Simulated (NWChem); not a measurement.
Species: PbSiH3I, singlet; SMILES [SiH3][Pb][I]

Computed with NWChem. Low-valent species are run as closed-shell singlets; no triplet was tried in these runs. Coordinates come from a PBE-D3(BJ)/def2-SVP optimisation. def2 effective core potentials on I, Pb; no spin-orbit coupling. Level M06-2X/def2-SVP: energy and gradient on several grids; changes count from the extra-fine grid, which is no exact limit either.

| grid | size of the energy change (μHa) | largest change of a gradient component (μHa/bohr) | time, medium = 1 (rough) |
|---|---|---|---|
| xcoarse | 2000 | 2000 | about 1 |
| coarse | 80 | 300 | about 1 |
| medium | 20 | 100 | about 1 |
| fine | < 10 | 60 | about 1 |
| xfine | < 10 | < 30 | 2 |
